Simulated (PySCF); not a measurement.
**Correlation energy of K⁺ (potassium, charge +1)**

[Ar], closed-shell 1S. All numbers are calculated (PySCF 2.14, scalar relativity by spin-free X2C-1e, in x2c-TZVPPall (6s4p3d, 33 functions)). Frozen: [Ne]; 8 electrons correlated.

```
  level  correlation energy (mhartree)
   CCSD                        -162.37
    (T)                          -1.68
CCSD(T)                        -164.05
  CCSDT                        -164.18
```

Diagnostics: T1 = 0.0017, D1 = 0.0026, largest double amplitude 0.023.

Q: Is a single reference adequate?

A: Yes: T1 lies below 0.03 and no double amplitude reaches 0.07.

This basis was not built for core-valence correlation, so the inner-shell part is incomplete.
